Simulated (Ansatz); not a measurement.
Input and output for `CC1N=C[Se]1`.

```yaml
crystal:
  periodic: [false, false, false]
  atoms:
    - {symbol: C, position_ang: [-1.214614, -0.668808, 0.027954]}
    - {symbol: C, position_ang: [-0.075110, 0.191594, 0.482181]}
    - {symbol: N, position_ang: [1.243687, -0.367359, 0.246464]}
    - {symbol: C, position_ang: [1.732979, 0.552288, -0.482844]}
    - {symbol: Se, position_ang: [0.330556, 1.819267, -0.651178]}
    - {symbol: H, position_ang: [-2.169790, -0.159658, 0.166761]}
    - {symbol: H, position_ang: [-1.104676, -0.936011, -1.023919]}
    - {symbol: H, position_ang: [-1.220987, -1.588890, 0.620270]}
    - {symbol: H, position_ang: [-0.175311, 0.523935, 1.517324]}
    - {symbol: H, position_ang: [2.736267, 0.582542, -0.900112]}
basis:
  gaussian: {orbitals: "6-31G*"}
magnetization: {spin_polarized: true, initial_magnetization: 2}
hamiltonian: {xc: {name: LC-wPBE}}
```

```sh
$ ansatz run in.yaml --threads 4 --pin off --events-out ev --progress --plain --max-ram 10444MiB
```

It prints (some lines left out):

```
Functional definition: LC-wPBE
1261 factors; their error is unknown
356 factors; integrals over basis functions are off by at most 2.7e-5 eV
mean field evaluation 1: about -70000.9616 eV, gradient 3.4e1 eV
mean field evaluation 2: about -69995.5250 eV, gradient 5.0e1 eV
mean field evaluation 4: about -70006.5337 eV, gradient 2.2e0 eV
mean field evaluation 8: about -70006.6224 eV, gradient 5.1e-1 eV
mean field evaluation 16: about -70007.2320 eV, gradient 3.4e-1 eV
mean field evaluation 32: about -70006.9955 eV, gradient 2.0e0 eV
mean field -70007.23231910 eV, -2572.7183351205 hartree, gradient 3.6e-5 eV, S^2 2.019305; 4 other end points of the search recorded, 0 dependent functions left out
reference -70007.23231911 eV, -2572.7183351207 hartree; 33, 31 occupied and 72, 74 virtual orbitals, 1261 factors
Total energy: -70007.23231911 eV, -2572.7183351207 hartree
```

Run time 2 s (4 threads of an AMD EPYC 9R45 on a shared host); peak host memory 0.28 GiB.
